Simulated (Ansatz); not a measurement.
Total energies of Ge(NH2)2 (GeN2H4) from Ansatz at PBE0-D4/def2-TZVP, gas phase (1 Eh = 27.2114 eV = 2625.5 kJ/mol). The reference geometry is relaxed at r2SCAN-D4/def2-TZVP.

```json
{"state": "charge 0 singlet", "geometry": "reference", "energy (Eh)": "-2188.60611"}
{"state": "charge 1 doublet", "geometry": "reference", "energy (Eh)": "-2188.27474"}
{"state": "free Ge atom (triplet)", "geometry": "–", "energy (Eh)": "-2076.65516"}
{"state": "free N atom (quartet)", "geometry": "–", "energy (Eh)": "-54.54382"}
{"state": "free H atom (doublet)", "geometry": "–", "energy (Eh)": "-0.50104"}
```

Work out the vertical ionisation energy to the doublet.

E(charge 1 doublet) − E(charge 0 singlet) = -2188.27474 − (-2188.60611) = 0.33137 Eh = 9.02 eV. For comparison, −ε of the highest occupied level is 6.83 eV at this level, 2.19 eV less.

What is the binding energy per atom against free atoms?

Atoms: 1 × (-2076.65516) + 2 × (-54.54382) + 4 × (-0.50104) = -2187.74696 Eh. Binding: -2187.74696 − (-2188.60611) = 0.85915 Eh = 23.38 eV, or 3.34 eV for each of 7 atoms (no zero-point energy, no counterpoise term).
